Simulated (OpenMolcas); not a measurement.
# Ru5+: ligand-field states by method

Ru5+ with 6 ligands (fluoride) in trigonal prismatic coordination (D3h) at 1.88 Å. A charge of +0.167 e stands 2.6 Å behind each ligand. Ligand basis ANO-RCC-VDZP.
```
Ru    0.0000    0.0000    0.0000
F     1.4210    0.0000    1.2309
F    -0.7105    1.2306    1.2309
F    -0.7105   -1.2306    1.2309
F     1.4210    0.0000   -1.2309
F    -0.7105    1.2306   -1.2309
F    -0.7105   -1.2306   -1.2309
```

- Program: OpenMolcas
- Basis: ANO-RCC-VDZP [6s5p3d1f]
- Scalar Hamiltonian: DKH2, point nucleus
- Active space: 3 electrons in 5 orbitals (4d)
- State averaging: 2S+1 = 4 even, 10 roots; 2S+1 = 2 even, 40 roots
- Spin-orbit coupling: state interaction with AMFI integrals over the reference wave functions

I. CASSCF
II. SS-CASPT2, IPEA 0.25 Eh, imaginary shift 0.1 Eh (closed shells correlated: 4s 4p and the ligand valence shells)

Spin-free states (labels of D3, the rotations of D3h) in cm-1, each column counted from its own energy of the first state listed:

```
   State  Degeneracy      I     II
2S+1 = 4           1      0      0
      2E           2   7237   3990
      2E           2  11368   7410
2S+1 = 2           1  14744   9880
2S+1 = 2           1  16184  11970
```

From I to II, I's first state of another spin (2E) moves from 7237 to 3990 cm-1, by about -3200 cm-1.

χT at 300 K: I 1.69, II 1.63 cm3 K/mol.

Roots that are degenerate in the reference are averaged as groups; the widest CASPT2 spread within a group is 230 cm-1 (the 2-fold group of multiplicity 2 near 7410 cm-1 above the lowest state of its run, II). Shifts and gaps below about the spread of the groups concerned are not significant. Over all roots computed the reference weight is 0.64 to 0.66 in II; a low but even weight reflects the number of correlated electrons. The least metal-like active orbital is 68 % on the metal (Löwdin) and no ligand orbital is active, so the numbers are rough. Ligand-to-metal charge-transfer states are missing. With no ligand orbital active B as a rule stays too high, so bands that hang on it stand too high and its fall with covalency is understated. Without dynamic correlation the repulsion within the d shell is too large (B by tens of per cent), so at a given field states of lower spin stand too high (holds for I). With metal d orbitals alone the field can be off either way by tens of per cent (holds for I). No measured value stands beside these numbers; the geometry is a model, was not optimised and need not be the one that this ion takes.
